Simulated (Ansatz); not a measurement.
Gas-phase electronic energies from Ansatz, PBE0-D4/def2-TZVP geometries. CCSD(T)/CBS adds triple-zeta CCSD(T) − MP2 to the extrapolated MP2 energy (def2 sets, frozen cores). DFT in def2-TZVPP. HSE06 is defined as in plane-wave codes. Elements past krypton have def2 core potentials. For I, Zr outer-core shells are correlated without core-valence functions, which leaves a few kJ/mol of doubt a bond. One conformer a species, not always the lowest.

`O[SiH](F)I` + `[SH][Zr]([SH])([SH])[SH]` → `F[SiH](S)I` + `[OH][Zr]([SH])([SH])[SH]`  (redistribution)

CCSD(T)/CBS gives +12.3 kJ/mol.

(1) Another level gave -4.6 kJ/mol. Which?
A. SCS-MP2/def2-TZVPP
B. ωB97X-V/def2-TZVPP
C. LC-ωPBE/def2-TZVPP
D. HSE06-D4/def2-TZVPP

Largest T1 diagnostic among the species: 0.019.

Answers

(1) C. LC-ωPBE -4.6, HSE06-D4 8.9, ωB97X-V 0.9, SCS-MP2/def2-TZVPP 16.3 kJ/mol.

In def2-TZVPP, CCSD(T) changes the Hartree–Fock value by +4.9 kJ/mol (the triples alone add +3.0 kJ/mol) and MP2 by +9.5 kJ/mol. Leaving LDA and LC-ωPBE aside and taking each functional with its dispersion term where it has one, the values, not all of them listed here, spread over 13.1 kJ/mol, from ωB97X-V to PBE-QIDH. LDA lies +4.6 kJ/mol from PBE without D4.
